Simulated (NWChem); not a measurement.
C3HClF2; SMILES FC=C=C(F)Cl

Computed with NWChem. Medium grid unless said otherwise, to which SCAN and Minnesota functionals are sensitive. The geometry was optimised at PBE-D3(BJ)/def2-SVP. Total energies of different functionals are on different scales.

| level | energy (Ha) | highest occupied level (eV) | orbital gap (eV) | dipole (D) |
|---|---|---|---|---|
| B3LYP/def2-SVP | -774.3396 | -7.60 | 6.46 | 1.34 |
| PBE/def2-SVP | -773.8204 | -6.54 | 4.67 | 1.19 |
| LC-wPBE (HJS exchange hole, range parameter 0.4 per bohr)/def2-SVP | -773.9485 | -10.62 | 11.96 | 1.47 |
| N12/def2-SVP | -774.2614 | -6.50 | 4.69 | 1.30 |
| r2SCAN/def2-SVP | -774.1466 | (withheld) | (withheld) | 1.34 |
| BP86/def2-SVP | -774.3761 | -6.65 | 4.68 | 1.21 |
| RPBE/def2-SVP | -774.2755 | -6.48 | 4.70 | 1.17 |
| CAM-B3LYP/def2-SVP | -774.2271 | -9.17 | 9.44 | 1.41 |
| LDA (Slater exchange, VWN5)/def2-SVP | -770.5537 | -6.71 | 4.60 | 1.23 |

**Question.** Fill in the missing entries.

**Answer.** 
- r2SCAN/def2-SVP, highest occupied level (eV): -6.92
- r2SCAN/def2-SVP, orbital gap (eV): 5.09
